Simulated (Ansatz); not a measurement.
One change: `C#CBCO` becomes `OCBO[SiH3]`.

Ansatz, PBE0-D4/def2-TZVP geometries, multiplicity 1. Each molecule was computed in one conformer, which needn't be the lowest.

| property | `C#CBCO` |
| --- | --- |
| size of the dipole moment (PBE/def2-TZVPP) / D | 1.66 |
| HOMO–LUMO gap (ωB97M-V/def2-TZVPP) / eV | 10.16 |
| LUMO energy (PBE/def2-TZVPP) / eV | -3.12 |
| HOMO energy (PBE0/def2-TZVPP) / eV | -7.89 |
| LUMO energy (PBE0/def2-TZVPP) / eV | -2.19 |
| HOMO energy (B3LYP/def2-TZVPP) / eV | -7.63 |

Q: Give the same properties after the change, and the shifts. (Best estimate.)

A: The calculation gave: 
```tsv
property	`OCBO[SiH3]`	shift
size of the dipole moment (PBE/def2-TZVPP) / D	1.41	-0.25
HOMO–LUMO gap (ωB97M-V/def2-TZVPP) / eV	11.98	1.82
LUMO energy (PBE/def2-TZVPP) / eV	-1.24	1.88
HOMO energy (PBE0/def2-TZVPP) / eV	-7.84	0.05
LUMO energy (PBE0/def2-TZVPP) / eV	-0.21	1.98
HOMO energy (B3LYP/def2-TZVPP) / eV	-7.58	0.05
```

With PBE0 the HOMO rises by 0.05 eV and the LUMO rises by 1.98 eV, so the gap widens by about 1.93 eV. PBE moves the HOMO by 0.10 eV and ωB97M-V by 0.04 eV. Dipoles are sizes alone; their direction can turn.

B3LYP here is the variant with VWN-RPA as its local correlation; programs differ in this.
